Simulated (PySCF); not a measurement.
Geometry:
```tsv
atom	x (Å)	y (Å)	z (Å)
C1	3.342	-0.501	-0.042
C2	2.160	-0.472	-0.957
O3	2.202	-0.355	-2.160
O4	0.989	-0.587	-0.327
Si5	-0.353	-0.518	-1.398
O6	-1.572	-0.666	-0.197
C7	-2.806	-0.626	-0.706
C8	-3.888	-0.725	0.321
O9	-2.975	-0.510	-1.898
H10	3.267	0.326	0.679
H11	3.336	-1.435	0.538
H12	4.267	-0.417	-0.622
H13	-0.425	0.814	-2.029
H14	-0.362	-1.703	-2.278
H15	-3.730	-1.617	0.944
H16	-3.835	0.149	0.987
H17	-4.867	-0.764	-0.169
```

Geometry: PBE0-D3(BJ)/def2-SVP; GIAO shifts from PySCF, gas phase, non-relativistic, averaged over equivalent atoms.

At KT3/pcSseg-1 (200 basis functions, 35 s wall time on 1 thread of an Arm Neoverse V2, shared host):
| atoms | δ (ppm) |
| --- | --- |
| C2/C7 | 166.3 |
| C1/C8 | 20.8 |
| O3/O9 | 439.5 |
| O4/O6 | 221.5 |
| Si5 | -23.0 |
| H13/H14 | 5.37 |
| H10/H11/H12/H15/H16/H17 | 2.04 |

Referencing at the same level of theory: TMS for 13C (σref 182.31) and 29Si (σref 365.51) and 1H (σref 31.32); 17O (σref 329.03) vs H2O.

Question: What do these become at PBE0/pcSseg-1?

Answer: 
```csv
atoms,δ at PBE0/pcSseg-1,change
C2/C7,180.1,+13.8
C1/C8,22.1,+1.3
O3/O9,469.7,+30.2
O4/O6,226.4,+4.9
Si5,-20.1,+2.9
H13/H14,5.36,-0.01
H10/H11/H12/H15/H16/H17,2.09,+0.05
```

δ = σ(ref) − σ, references computed at the same level: 13C (σref 184.41), 29Si (σref 351.99), 1H (σref 31.27) vs TMS; H2O for 17O (σref 334.56).

The largest change is at O3/O9 (carbonyl oxygen). Cost: 200 basis functions, 28 s wall time on 1 thread of an Arm Neoverse V2, shared host.

Unscaled 17O shifts of doubly bonded oxygen tend to come out too high, by tens of ppm or more. Experimental scales use liquid or dissolved standards, which lie at an offset from isolated H2O (liquid H2O: subtract about 36 ppm).
